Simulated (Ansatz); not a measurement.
Ga, quartet; BLYP/def2-TZVP in Ansatz (a program for electronic structure).

Input for Ansatz:
Ansatz 0.2 input:
```yaml
crystal:
  periodic: [false, false, false]
  atoms:
    - {symbol: Ga, position_ang: [0.00000000, 0.00000000, 0.00000000]}
basis:
  gaussian:
    orbitals: def2-TZVP
hamiltonian:
  xc: blyp
magnetization: {spin_polarized: true, initial_magnetization: 3}
```

The log (banner, timings and long lists left out):

```
Functional definition: BLYP
368 factors; their error is unknown
mean field evaluation 1: about -52373.1456 eV, gradient 1.9e1 eV
mean field evaluation 2: about -52372.4599 eV, gradient 3.0e1 eV
mean field evaluation 4: about -52373.6606 eV, gradient 6.1e-2 eV
mean field evaluation 8: about -52373.6492 eV, gradient 3.5e-4 eV
mean field evaluation 16: about -52373.6492 eV, gradient 4.0e-5 eV
mean field -52373.64917584 eV, -1924.6961070776 hartree, gradient 1.6e-5 eV, S^2 3.750859; 1 other end points of the search recorded, 0 dependent functions left out
reference -52373.64936509 eV, -1924.6961140323 hartree; 17, 14 occupied and 31, 34 virtual orbitals, 368 factors
Total energy: -52373.64936509 eV, -1924.6961140323 hartree
```
